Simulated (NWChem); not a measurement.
# MgH₂S₂; SMILES [SH][Mg][SH]

```xyz
5

Mg     0.0208     0.0002    -0.0056
S      0.0498     2.3074    -0.0273
H     -0.9277     2.4038     0.9037
S      0.0490    -2.3070     0.0328
H     -0.9024    -2.4111    -0.9239
```
Atoms are numbered in this order, from 1.

Computed with NWChem. Pople sets run with spherical d functions. Coordinates come from a PBE0/def2-SVP optimisation.

### Question
Predict the results for BLYP/6-31G*. Quantities: highest occupied level (eV); orbital gap (eV); dipole (D).

### Answer
```json
{
  "highest occupied level (eV)": "-5.79",
  "orbital gap (eV)": "3.68",
  "dipole (D)": "1.14"
}
```
